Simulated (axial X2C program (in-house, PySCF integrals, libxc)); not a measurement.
## CsAu: from the spin-free to the two-component result

All values were computed with an in-house all-electron X2C program for linear molecules (integrals from PySCF). Spin-free means the one-electron spin-free X2C Hamiltonian; two-component (2c) means X2C with spin–orbit coupling and atomic mean-field two-electron Coulomb and Gaunt terms, so the difference of the two also holds small scalar two-electron terms. Basis: Au dyall-v2z [11s12p9d5f], Cs dyall-v2z [12s13p7d] (cores contracted in-house); Gaussian nuclei, density fitting, unrestricted open shells. Masses: Au 196.967 u, Cs 132.905 u.

Spin-free state: M_S = 0, Λ = 0 (closed shell); fragments Au + Cs.

| level | Re (Å) | ωe (cm⁻¹) | De (eV) | μ (D) |
| --- | --- | --- | --- | --- |
| PBE0 | 3.080 | 99.8 | 2.532 | 9.40 |
| HF | 3.354 | 80.6 | 1.066 | 10.86 |
| MP2 | 3.081 | 104.7 | 2.732 | n/a |
| r2SCAN | 3.042 | 104.8 | 2.891 | 9.46 |
| BP86 | 3.048 | 104.3 | 2.863 | 9.09 |

Correlated methods: 20 electrons correlated (number of frozen shells: Au 5 s, 4 p, 2 d, 1 f; Cs 4 s, 3 p, 2 d), 188 virtual spin orbitals or spinors in MP2.

Dipoles are positive if Cs is the positive end.

Two-component determinant lowest at the distance of the search:

Ω = 0 (closed shell); fragments Au + Cs.

```
 level  Re (Å)  ωe (cm⁻¹)  De (eV)  μ (D)
  PBE0   3.075      100.4    2.556   9.35
    HF   3.348       81.1    1.087  10.84
   MP2   3.078      105.1    2.758    n/a
r2SCAN   3.037      105.3    2.914   9.40
  BP86   3.044      104.8    2.886   9.02
```

Task: From the two tables, how do the constants change at the MP2 level (2c against spin-free)?

Result: At the MP2 level Re drops by 0.003 Å and ωe rises by 0.4 cm⁻¹; De changes by 0.026 eV.

The state is one determinant whose occupation by symmetry is held fixed; it was picked as the lowest of a PBE0 search that is not exhaustive. The closed shell is kept restricted, so the energy runs too high when the bond is stretched far. De is counted from the lowest determinant-based energies of the atoms at the same level, without counterpoise correction.
